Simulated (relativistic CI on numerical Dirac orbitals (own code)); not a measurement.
## Hyperfine structure of Sn³⁸⁺, mass number 119

Computed by Dirac-Coulomb-Breit CI, separate exchange-only KLI orbitals for each configuration, model QED, unscaled Slater integrals (own radial code, finite nucleus).

Configuration list (outside the closed core [Ne]): 3s2, 3s.3p, 3p2, 3s.3d, 3d2, 3p.3d, 3p.4s, 3d.4s, 3s.4s, 3s.4p, 3s.4d, 3s.4f, 3s.5s, 3s.5p, 3s.5d, 3s.5f. Levels of other configurations are missing.

Nuclear spin I = 1/2, μ = -1.0459 μN (tables of Stone and Pyykkö). The electronic factors are computed for point nuclear moments, without core polarisation or the Bohr-Weisskopf and QED corrections.

```tsv
Level	E (eV)	A (GHz)
3s.3p 3P°_1	84.894	-1468
3s.3p 3P°_2	136.395	-686.3
3s.3p 1P°_1	161.274	353.8
3p2 1D_2	236.983	-269.7
3p2 3P_1	237.900	39
3s.3d 3D_1	268.131	521.4
3s.3d 3D_2	271.436	-469.3
3s.3d 3D_3	280.934	-419.3
```

Levels with J = 0, under 50 % of one LS term, or S terms without an open s electron are left out. Small factors come from cancelling terms and can be off by tens of per cent or more.

At this charge energies of transitions that change n are usually good to better than 1 %, and those within a shell (Δn = 0) to a few per cent.

Q: Give the hyperfine levels of 3s.3p 3P°_1 relative to its centre of gravity.

A: With K = F(F + 1) − I(I + 1) − J(J + 1), E = AK/2: F = 1/2: 1468, F = 3/2: -734 GHz.

LS names give the leading component of a level, which can be under half, so a name can repeat, a term be missing and a line seem to break the LS rules.
